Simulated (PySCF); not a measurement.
C6H6O.
Structure used (GFN2-xTB), in Å, numbered top down from 1:
```
atom  x, y, z in Å
C1     1.4003   -0.0172   -0.2441
C2     0.9168    0.9640    0.4989
C3    -0.4402    0.4468    0.9917
C4    -1.3321    0.4276   -0.2556
C5    -0.8486   -0.5537   -0.9987
C6     0.3277   -1.1119   -0.1886
O7    -0.1579   -0.9386    1.1357
H8     2.3096   -0.0920   -0.8045
H9     1.3122    1.9321    0.7284
H10   -0.8482    0.8823    1.8974
H11   -2.1393    1.1090   -0.4301
H12   -1.1420   -0.9151   -1.9628
H13    0.6373   -2.1327   -0.3854
```

Computed, not measured: TDDFT PBE0/def2-SVPD, vertical, gas phase, core orbitals frozen in the response in PySCF 2.14.0, density-fitted response routines.

Transition dipole moments from the ground state, in atomic units and in the frame of the coordinates above (overall signs are arbitrary), for the states with f of 0.002 or more among the lowest 8:

| state | E (eV) | μx | μy | μz |
| --- | --- | --- | --- | --- |
| S3 | 5.849 | -0.104 | 0.211 | 0.160 |
| S4 | 6.298 | 0.204 | 0.048 | 0.068 |
| S5 | 6.640 | 0.266 | -0.539 | -0.408 |
| S7 | 7.127 | -0.038 | -0.225 | 0.272 |
| S8 | 7.287 | -0.228 | -0.054 | -0.076 |

(1) Work out the oscillator strengths.

(2) Label these states by symmetry in C2v.

(3) Which bond between heavy atoms lies closest to the direction of the S5 transition dipole?

(4) What angle do the transition dipoles of S5 and S8 make?

(5) What peak molar absorption coefficient would the strongest computed level give as a lone Gaussian band 0.4 eV wide at half height?

Results:

(1) f = (2/3) ΔE |μ|² with ΔE in hartree (27.2114 eV).

```
state  |μ|² (au)  |μ| (D)      f
   S3      0.081     0.72  0.012
   S4      0.049     0.56  0.008
   S5      0.528     1.85  0.086
   S7      0.126     0.90  0.022
   S8      0.061     0.63  0.011
```

(2) From a totally symmetric ground state, an allowed state transforms like the component of the dipole operator along its μ. Polarised along the twofold axis, so A1: S7. Polarised across the twofold axis, so B1 or B2: S3, S4, S5 and S8. Which of B1 and B2 hangs on the choice of axes; S3 and S5 take one label and S4 and S8 the other.

(3) C4–C5 and C1–C2, at 0° from it; next C3–O7 and C6–O7 at 42°.

(4) |cos θ| = |μa·μb| / (|μa| |μb|) = 0.00, so θ ≈ 90° (taken between 0 and 90°, since the signs are arbitrary).

(5) ε(max) = 2.175×10⁸ f / FWHM, with the width in cm⁻¹. S5: 2.175×10⁸ × 0.0858 / 3226 ≈ 5800 L mol⁻¹ cm⁻¹.
